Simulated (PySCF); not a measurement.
Worked example: oscillator strength and radiative lifetime

Sn(H)(NH2)3 (H7N3Sn), SMILES [NH2][SnH]([NH2])[NH2].

The structure is a stationary point at PBE0-D3(BJ)/def2-SVP. The structure was generated by enumeration; whether it is a known compound was not checked. The def2 effective core potentials stand for the cores of Sn; spin–orbit coupling is left out. One conformer was computed; it need not be the lowest.

TDDFT-PBE/def2-SVPD in PySCF puts the first singlet state with f over 0.02 at 4.93 eV (vertical), with the transition dipole (-0.389, 0.163, -0.080) in atomic units.

Task: Find the oscillator strength, the wavelength and the radiative lifetime that this transition would have in vacuum if emission retraced absorption.

Result: 
|μ|² = 0.1843 au, so |μ| = 1.09 D. ΔE = 4.93/27.211 = 0.1812 hartree. f = (2/3) ΔE |μ|² = 0.022 (the program prints 0.022).
λ = 1239.84/4.93 = 251 nm; ν = 39763 cm⁻¹.
Einstein's coefficient A = 0.6670 ν² f s⁻¹ (ν in cm⁻¹) = 2.3e7 s⁻¹, so τ = 1/A = 43 ns. This state is S1. The figure is the radiative limit of this one transition; relaxation, internal conversion, crossing to triplets and a medium change what is measured.
